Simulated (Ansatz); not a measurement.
Mulliken charges of CH6BNO, SMILES `NCBO` from B3LYP/def2-TZVPP in Ansatz (PBE0-D4/def2-TZVP geometry).

```json
{"atom": "N1", "x (Å)": "-1.046", "y (Å)": "0.180", "z (Å)": "-0.645", "charge (e)": "-0.373"}
{"atom": "C2", "x (Å)": "-0.283", "y (Å)": "0.184", "z (Å)": "0.611", "charge (e)": "-0.132"}
{"atom": "B3", "x (Å)": "1.205", "y (Å)": "-0.270", "z (Å)": "0.326", "charge (e)": "0.113"}
{"atom": "O4", "x (Å)": "1.467", "y (Å)": "-0.772", "z (Å)": "-0.893", "charge (e)": "-0.279"}
{"atom": "H5", "x (Å)": "-0.968", "y (Å)": "1.075", "z (Å)": "-1.112", "charge (e)": "0.142"}
{"atom": "H6", "x (Å)": "-2.032", "y (Å)": "0.017", "z (Å)": "-0.491", "charge (e)": "0.138"}
{"atom": "H7", "x (Å)": "-0.711", "y (Å)": "-0.570", "z (Å)": "1.285", "charge (e)": "0.088"}
{"atom": "H8", "x (Å)": "-0.343", "y (Å)": "1.128", "z (Å)": "1.169", "charge (e)": "0.094"}
{"atom": "H9", "x (Å)": "2.088", "y (Å)": "-0.217", "z (Å)": "1.135", "charge (e)": "0.005"}
{"atom": "H10", "x (Å)": "0.623", "y (Å)": "-0.754", "z (Å)": "-1.386", "charge (e)": "0.204"}
```

**Question.** By hand: the dipole of these point charges (1 e Å = 4.8032 D).

**Answer.** Σ q r = (-0.221, 0.149, 0.166) e Å, of length 0.314 e Å = 1.51 D.

**Question.** How does the dipole of the full density compare? (Best estimate.)

**Answer.** Computed: (-0.556, 0.271, 0.071) e Å, 2.99 D; the point charges give 0.51 times that, at 26° from its direction.

Point charges leave out the atoms' own dipoles, such as those of lone pairs, and Mulliken's split depends on the basis, so the two needn't agree.

B3LYP here is the variant with VWN-RPA as its local correlation; programs differ in this.
